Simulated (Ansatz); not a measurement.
Basis sets compared for the cluster W2O4⁺. The state is a doublet with charge 1. Geometry r2SCAN-D4/def2-SVP. Ansatz on 4 threads of Arm Neoverse V2 on a shared host; times are rough, and most runs start from earlier orbitals.

```xyz
6

W    -1.058   -0.863   -0.857
W     0.453    0.983    0.404
O     0.012   -2.140   -0.779
O    -0.775    1.464    1.490
O     1.523   -0.073    1.205
O    -0.154    0.629   -1.464
```

In the def2 sets W takes a core potential; there is no spin–orbit coupling. No other spin state of charge 1 was run. The structure comes from a short search, and lower isomers may exist.

```csv
level,functions,energy (Eh),HOMO (eV),LUMO (eV),wall time
PBE-D4/def2-SVP,120,-434.5101,-11.09,-9.89,2.7 s
PBE0-D4/def2-SVP,120,-434.3276,-12.66,-9.23,3.8 s
```

Question: Estimate the rows for PBE-D4/def2-TZVP (with forces), PBE0-D4/def2-TZVP.

Answer: 
```tsv
level	functions	energy (Eh)	HOMO (eV)	LUMO (eV)	wall time
PBE-D4/def2-TZVP (with forces)	204	-434.9015	-11.08	-9.98	5 s
PBE0-D4/def2-TZVP	204	-434.7274	-12.62	-9.27	8 s
```
